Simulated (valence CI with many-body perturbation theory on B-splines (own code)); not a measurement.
Te⁺: E2, E3, M1, M2 decay

Computed by relativistic CI+MBPT: five valence electrons over a frozen Dirac-Fock core [Kr] 4d10, radial functions for each j: 9 s, 9 p, 8 d, 6 f, 3 g, 1 h, with the one-electron correlation potential Σ1 (screened to all orders), the two-electron term Σ2, the three-electron term Σ3, Breit, model QED; selected single and double excitations, second order for the rest, scaled by the run's own slope (own B-spline code, finite nucleus).

Against 14 measured levels this calculation errs by 107 cm⁻¹ on average and by 342 at most. These come from a selection out of the NIST Handbook of Basic Atomic Spectroscopic Data. Levels without a partner in it may be off by more. Among the levels kept, up to 1100 cm⁻¹ of a level comes from second order outside the variational space, and about a tenth of that is noise between levels of different J, which matters for small intervals.

Lines 1 to 24 of 24 in falling wavelength, among levels below 107409 cm⁻¹, chosen from the decays that carry over 1 % of a level's rate. Wavelengths and rates use the calculated energies, so an error of 100 cm⁻¹ moves a line at 9792 Å by 0.98 % and its rate by three times that or more. Electric multipoles are in the length gauge, E1 and E2 with the static RPA response of the core. Weak lines are less certain than strong ones. Lines between different terms over intervals too small for the method are left out, as are lines whose strength nearly cancels.

Names give the largest LS component (configuration and term), which can be under half, so a name can repeat, a term be missing and a line seem to break the LS rules; names also repeat where a configuration has a term twice.

| λ vac (Å) | λ from measured levels | Upper | Lower | Type | A (s⁻¹) | Branch % |
| --- | --- | --- | --- | --- | --- | --- |
| 45880 | 45470 | 5s2 5p3 2D°_5/2 | 5s2 5p3 2D°_3/2 | M1 | 9.27e-02 | 26.2 |
| 38150 |  | 5s2 5p2 5d 4F_9/2 | 5s2 5p2 5d 4F_7/2 | M1 | 3.77e-01 | 60.6 |
| 21160 |  | 5s2 5p2 5d 4F_9/2 | 5s2 5p2 6s 4P_5/2 | E2 | 1.79e-02 | 2.9 |
| 17930 |  | 5s2 5p2 5d 2G_9/2 | 5s2 5p2 5d 4D_7/2 | M1 | 3.58e-01 | 3.4 |
| 14150 |  | 5s2 5p2 5d 2G_9/2 | 5s2 5p2 6s 2D_5/2 | E2 | 1.62e-01 | 1.5 |
| 9792 | 9782 | 5s2 5p3 2D°_3/2 | 5s2 5p3 4S°_3/2 | M1 | 3.24e+00 | 99.6 |
| 9696 | 9686 | 5s2 5p3 2P°_1/2 | 5s2 5p3 2D°_3/2 | M1 | 2.70e+00 | 21.7 |
| 9696 | 9686 | 5s2 5p3 2P°_1/2 | 5s2 5p3 2D°_3/2 | E2 | 3.18e-01 | 2.5 |
| 8614 | 8613 | 5s2 5p3 2P°_3/2 | 5s2 5p3 2D°_5/2 | M1 | 4.13e+00 | 13.3 |
| 8614 | 8613 | 5s2 5p3 2P°_3/2 | 5s2 5p3 2D°_5/2 | E2 | 6.19e-01 | 2.0 |
| 8603 |  | 5s2 5p2 5d 2G_9/2 | 5s2 5p2 5d 4F_9/2 | M1 | 5.03e+00 | 47.7 |
| 8069 | 8050 | 5s2 5p3 2D°_5/2 | 5s2 5p3 4S°_3/2 | M1 | 2.17e-01 | 61.4 |
| 8069 | 8050 | 5s2 5p3 2D°_5/2 | 5s2 5p3 4S°_3/2 | E2 | 4.42e-02 | 12.5 |
| 7252 | 7241 | 5s2 5p3 2P°_3/2 | 5s2 5p3 2D°_3/2 | M1 | 1.27e+01 | 41.0 |
| 7252 | 7241 | 5s2 5p3 2P°_3/2 | 5s2 5p3 2D°_3/2 | E2 | 3.58e-01 | 1.2 |
| 7020 |  | 5s2 5p2 5d 2G_9/2 | 5s2 5p2 5d 4F_7/2 | M1 | 4.33e+00 | 41.0 |
| 6749 |  | 5s2 5p2 5d 2G_9/2 | 5s 5p4 2D_5/2 | E2 | 1.10e-01 | 1.0 |
| 6117 |  | 5s2 5p2 5d 2G_9/2 | 5s2 5p2 6s 4P_5/2 | E2 | 1.10e-01 | 1.0 |
| 5120 |  | 5s2 5p2 5d 4F_9/2 | 5s 5p4 4P_5/2 | E2 | 3.02e-02 | 4.9 |
| 4872 | 4867 | 5s2 5p3 2P°_1/2 | 5s2 5p3 4S°_3/2 | M1 | 9.30e+00 | 74.5 |
| 4166 | 4161 | 5s2 5p3 2P°_3/2 | 5s2 5p3 4S°_3/2 | M1 | 1.29e+01 | 41.6 |
| 3210 |  | 5s2 5p2 5d 2G_9/2 | 5s 5p4 4P_5/2 | E2 | 2.78e-01 | 2.6 |
| 1282 |  | 5s2 5p2 5d 4F_9/2 | 5s2 5p3 2D°_5/2 | M2 | 1.66e-01 | 26.6 |
| 1106 |  | 5s2 5p2 5d 4F_9/2 | 5s2 5p3 4S°_3/2 | E3 | 2.95e-02 | 4.7 |
